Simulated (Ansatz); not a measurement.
System: BeF (charge 0, doublet). SMILES: [Be][F]
Structure (B3LYP-D3(BJ)/def2-TZVP (Ansatz, a first-principles code) minimum search):
```
Be
F 1 1.3730
```
Charge 0, spin multiplicity 2.

Quantity: vertical electron affinity to the singlet, in eV. Conventions: 6-311+G** with 5d; non-relativistic; 6-31G* and kin with 6d, 5d where marked; spin-orbit terms left out; each state is the SCF solution reached for its charge and spin; open shells spin-unrestricted. First-principles rows: single points at B3LYP-D3(BJ) geometries (Ansatz). The spin state of an ion or metal species was assumed, not searched.

| level | program | vertical electron affinity to the singlet (eV) |
|---|---|---|
| B3LYP/STO-3G | Ansatz | -3.63 |
| B3LYP/3-21G | Ansatz | 0.17 |
| B3LYP/6-31G* | Ansatz | 0.00 |
| B3LYP/6-311+G** | Ansatz | 1.08 |
| B3LYP/def2-TZVPD | Ansatz | 1.03 |

No value to compare with is used here. The 4 habitual levels span -3.63 (B3LYP/STO-3G) to 1.08 eV (B3LYP/6-311+G**); B3LYP/def2-TZVPD gives 1.03.

The sets are all those run for this method; runs whose electronic state is in doubt are left out.
